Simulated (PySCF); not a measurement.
## Eu(III) with more and more NH3

Computed with PySCF 2.14.0, PBE, def2-SVP on the ligands, density fitting, scalar-relativistic core potentials, no spin-orbit coupling, vacuum. The metal has lcecp-1-SVP with ECP52. Each complex is relaxed within the symmetry of its template. Distances are means of the shortest metal–ligand contacts, charges and spins Mulliken's; removal energies are rigid, with the ligand's formal charge and no counterpoise, so too large; for an anion taken off a cation in vacuum most of it is the attraction of opposite charges, and multiply charged cations can part far more cheaply with an electron moved from ligand to metal. lcecp potentials hold a fixed number of 4f electrons in the core, out of states, spins and gaps.

```csv
complex,point group,M–NH3 (Å),charge on M (e),removal of one NH3 (eV),unstable modes (below −25 cm⁻¹)
[Eu(NH3)2]3+,"C1, nearly C2",2.408,2.03,4.73,not given
[Eu(NH3)6]3+,Ci,2.593,1.08,2.52,not given
```

(1) What does the calculation give for [Eu(NH3)3]3+?

Members with unstable modes aren't minima as they stand: saddle points kept by symmetry or, where the modes are soft, flat surfaces and noise. Moved off a saddle point of the template and relaxed again: [Eu(NH3)2]3+, [Eu(NH3)3]3+. One start shape was tried for each, so a minimum needn't be the lowest isomer.

Answers

(1) point group: C3, M–NH3 (Å): 2.448, charge on M (e): 1.72, removal of one NH3 (eV): 4.01, unstable modes (below −25 cm⁻¹): 3 (soft).
```xyz
13

Eu    0.0000    0.0000   -0.7783
N     2.3164   -0.0011    0.0120
H     2.5398   -0.6418    0.8076
H     3.0222   -0.2794   -0.7096
H     2.6835    0.9190    0.3467
N    -1.1572    2.0066    0.0120
H    -0.7141    2.5204    0.8076
H    -1.2692    2.7570   -0.7096
H    -2.1376    1.8644    0.3467
N    -1.1592   -2.0055    0.0120
H    -1.8257   -1.8786    0.8076
H    -1.7531   -2.4776   -0.7096
H    -0.5458   -2.7835    0.3467
```
